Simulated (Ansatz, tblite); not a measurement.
Forces on the cluster Ba₅Se₅⁺ at its PBE-D4/def2-SVP geometry. Charge 1, multiplicity 2.

In the def2 sets Ba takes a core potential; there is no spin–orbit coupling. The xTB rows come from tblite. At PBE-D4/def2-SVP the gap within one spin of the charge 1 doublet nearly closes, so an electron or hole may be smeared out by delocalisation error. Another isomer (doublet) lies 4.82 eV lower at PBE0-D4/def2-SVP; other spin states weren't run for this one.

GFN1-xTB (tblite), largest force 0.75 eV/Å:

```xyz
10
positions Å, forces eV/Å
Ba    0.459   -4.810    0.934   -0.095    0.728   -0.148
Ba   -1.394    3.179   -3.482    0.231   -0.494    0.508
Ba    0.660    4.405    1.952   -0.103   -0.445   -0.291
Ba   -1.523   -2.644   -4.159    0.215    0.361    0.565
Ba    1.709   -0.265    4.546   -0.185   -0.071   -0.496
Se    1.038   -2.485    2.669    0.008    0.092    0.001
Se    1.504    2.623    4.115   -0.166   -0.286   -0.450
Se   -0.352    3.662   -0.754    0.021   -0.021    0.067
Se   -0.621   -3.976   -1.678    0.040    0.192    0.030
Se   -1.480    0.311   -4.143    0.033   -0.055    0.213
```

GFN2-xTB (tblite), largest force 0.25 eV/Å:

```
Ba 0.023 0.213 0.053
Ba 0.072 -0.047 0.215
Ba -0.070 -0.159 -0.185
Ba 0.071 0.124 0.204
Ba -0.078 -0.099 -0.221
Se -0.045 0.050 -0.112
Se 0.048 0.082 0.129
Se -0.003 -0.132 -0.016
Se -0.030 0.024 -0.041
Se 0.013 -0.056 -0.025
```

PBE-D4/def2-SVP (Ansatz), largest force 0.02 eV/Å:

```
Ba -0.003 -0.001 -0.010
Ba -0.001 -0.003 -0.002
Ba -0.004 0.009 -0.013
Ba 0.000 -0.002 0.000
Ba 0.001 -0.018 0.001
Se -0.003 0.015 -0.006
Se 0.003 0.005 0.009
Se 0.002 -0.012 0.006
Se 0.003 0.001 0.011
Se 0.003 0.005 0.006
```
